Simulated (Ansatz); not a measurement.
C2H9AlClN (`[CH3][Al-]([CH3])([NH3+])[Cl]`). Total charge 0; spin multiplicity 1.

```xyz
14

C    -1.780   -0.109   -0.761
Al    0.097    0.337   -0.408
C     0.615    1.466    1.111
N     0.915   -1.480    0.074
Cl    1.301    0.619   -2.185
H    -2.330    0.773   -1.104
H    -1.892   -0.868   -1.543
H    -2.299   -0.473    0.132
H     0.298    2.502    0.950
H     1.698    1.493    1.265
H     0.153    1.141    2.050
H     0.535   -1.897    0.918
H     1.918   -1.375    0.195
H     0.771   -2.128   -0.694
```

(1) List the harmonic frequencies (cm⁻¹, unscaled) at PBE0-D4/def2-TZVP in Ansatz. (Estimate.)

(2) Is this a minimum?

(3) Give the ideal-gas thermochemistry at 298.15 K and 1 bar (rigid rotor, harmonic oscillator; point group Cs, symmetry number 1).

(4) And at 400, 500, 600, 800 and 1000 K?

Answers

(1) Ansatz gave: 73, 105, 109, 129, 131, 160, 168, 183, 413, 427, 543, 574, 605, 623, 650, 703, 739, 745, 1221, 1222, 1253, 1439, 1447, 1447, 1453, 1642, 1652, 3025, 3027, 3100, 3102, 3108, 3109, 3482, 3597, 3604.

(2) Yes, all 36 modes are real.

(3) Zero-point energy 293.1 kJ/mol; H(298) − E = 321.9 kJ/mol; entropy 405.2 J/(mol·K), of which translation 167.4, rotation 116.5, vibration 121.3; G(298) − E = 201.1 kJ/mol. Modes under 100 cm⁻¹ are hindered rotations or soft bends, so the harmonic entropy is rough.

(4) 
```csv
T (K),H − E (kJ/mol),S (J/mol/K),G − E (kJ/mol)
400,337.9,451.1,157.4
500,355.7,490.7,110.3
600,375.1,526.1,59.4
800,418.2,587.9,-52.1
1000,465.6,640.8,-175.1
```
